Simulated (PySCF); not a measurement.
# Polarisability and C₆ of K⁻ (potassium, charge -1)

[Ar] 4s2, closed-shell 1S. Computed with PySCF 2.14 in dyall-av3z (25s18p5d2f, 118 functions), with the spin-free X2C one-electron Hamiltonian (Gaussian nucleus). Coupled (time-dependent) response in atomic units; α is the mean over directions.

```json
{"method": "CAM-B3LYP", "mean α (bohr³)": "1755", "C₆ (like pair)": "64850", "S(−4)": "2969000"}
```

S(−4) is the Cauchy moment in α(ω) = α(0) + S(−4) ω² + …

α(iu) at CAM-B3LYP:

```json
{"u (hartree)": "0", "α(iu) (bohr³)": "1755"}
{"u (hartree)": "0.0500", "α(iu) (bohr³)": "468.0"}
{"u (hartree)": "0.100", "α(iu) (bohr³)": "170.6"}
{"u (hartree)": "0.200", "α(iu) (bohr³)": "53.02"}
{"u (hartree)": "0.300", "α(iu) (bohr³)": "27.02"}
{"u (hartree)": "0.500", "α(iu) (bohr³)": "12.49"}
{"u (hartree)": "0.750", "α(iu) (bohr³)": "7.174"}
{"u (hartree)": "1.00", "α(iu) (bohr³)": "4.863"}
{"u (hartree)": "1.50", "α(iu) (bohr³)": "2.717"}
{"u (hartree)": "2.00", "α(iu) (bohr³)": "1.734"}
{"u (hartree)": "3.00", "α(iu) (bohr³)": "0.8781"}
{"u (hartree)": "5.00", "α(iu) (bohr³)": "0.3544"}
```

A single London oscillator, α(iu) = α/(1 + u²/ω²), gives C₆ = (3/4) ω α². Matching the computed C₆ needs ω = 4 × 64850 / (3 × 1755²) = 0.0281 hartree.

For an ion, C₆ is the dispersion term alone; charge-induced terms of lower order in 1/R come first.

The outer electron is barely bound at this level, so radii and moments hang on the diffuse functions.
